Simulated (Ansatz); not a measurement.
A nudged elastic band was laid between two geometries of CH5BClNO (10 atoms, charge 0, multiplicity 1).

Level of theory: RKS CAM-B3LYP-D4/def2-SVP (Ansatz).

- movable images: 7
- climbing image: yes
- spring: 5.0 eV/Å²
- optimiser: quadratic models (default)
- start path: IDPP
- force threshold: 0.05 eV/Å
- iteration limit: 60
- end points: relaxed

First end point:

```xyz
10
Properties=species:S:1:pos:R:3
N -0.291 1.357 0.728
C -0.382 -0.056 0.407
B 0.562 -0.494 -0.777
O 0.262 -1.449 -1.672
Cl 2.172 0.235 -0.923
H 0.684 1.640 0.805
H -0.740 1.569 1.616
H -0.125 -0.743 1.249
H -1.426 -0.308 0.141
H -0.631 -1.803 -1.571
```

Last end point:

```xyz
10
Properties=species:S:1:pos:R:3
N 0.287 0.893 1.260
C -0.404 -0.038 0.387
B 0.380 -0.348 -0.946
O 0.371 -1.536 -1.571
Cl 1.272 0.954 -1.753
H -0.321 1.231 2.002
H 0.601 1.705 0.733
H -0.581 -0.988 0.925
H -1.416 0.298 0.055
H -0.105 -2.223 -1.089
```

Q: Which bonds break or form, and what moves?

A: No bond is made or broken. The dihedral H6–N1–C2–B3 goes from -48 to 167°. The two ends are copies of one structure, up to a mirror image or an exchange of like atoms.

Q: Give the energies along the band, and the barrier.

A: It converged. The highest image is number 4 of 0 to 8, 4.7 kcal/mol above the ends, which have the same energy within 2 meV. A vibrational analysis at the climbing image gives one clearly imaginary mode, 336i cm⁻¹: a first-order saddle point.

```csv
image,path coordinate (Å),energy (kcal/mol),dihedral H6–N1–C2–B3 (°)
0,0.00,0.0,-48
1,0.60,0.2,-49
2,1.20,0.9,-64
3,1.80,3.0,-92
4,2.40,4.7,-120
5,2.99,3.1,-148
6,3.58,1.0,-176
7,4.17,0.2,169
8,4.76,0.0,167
```

Q: What is the geometry of the highest image?

A: 
```xyz
10
Properties=species:S:1:pos:R:3
N 0.159 1.207 1.033
C -0.211 -0.054 0.397
B 0.356 -0.306 -1.061
O 0.085 -1.445 -1.731
Cl 1.360 0.872 -1.895
H 0.673 1.058 1.896
H -0.655 1.768 1.261
H 0.097 -0.924 1.011
H -1.312 -0.166 0.329
H -0.468 -2.061 -1.237
```

Q: What are the harmonic wavenumbers there?

A: 336i, 12, 179, 364, 384, 480, 562, 598, 751, 804, 932, 1117, 1118, 1213, 1308, 1358, 1414, 1448, 1637, 2990, 3031, 3571, 3652, 3872 cm⁻¹.

Time of the run: 2.3 min on 2 threads of Arm Neoverse V2 (shared host), peak memory 0.25 GiB.
